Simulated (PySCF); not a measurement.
CH3BrMgO, SMILES [O](C)[Mg][Br]. Heavy atoms are numbered as in [Mg:1]([Br:2])[O:3][CH3:4]. Hydrogens are named by the atom that carries them.

Geometry: PBE-D3(BJ)/def2-SVP. The structure was generated by enumeration; whether it is a known compound was not checked. The values are those of a single conformer.

All values below come from PBE/pcSseg-1 (PySCF).

GIAO shieldings, no solvent; atoms alike by connectivity are averaged. δ = σ(ref) − σ: ¹⁷O against H2O (σ = 334.3 ppm); ¹³C against TMS (σ = 182.0 ppm); ¹H against TMS (σ = 31.49 ppm), references at their B3LYP-D3(BJ)/def2-TZVP geometries, non-relativistic (without spin–orbit terms, shifts of atoms bonded to Cl or Br come out too high).

| nucleus | atoms | count | δ (ppm) |
|---|---|---|---|
| ¹⁷O | O3 | 1 | -25.1 |
| ¹³C | C4 (CH3) | 1 | 63.1 |
| ¹H | H on C4 | 3 | 4.76 |
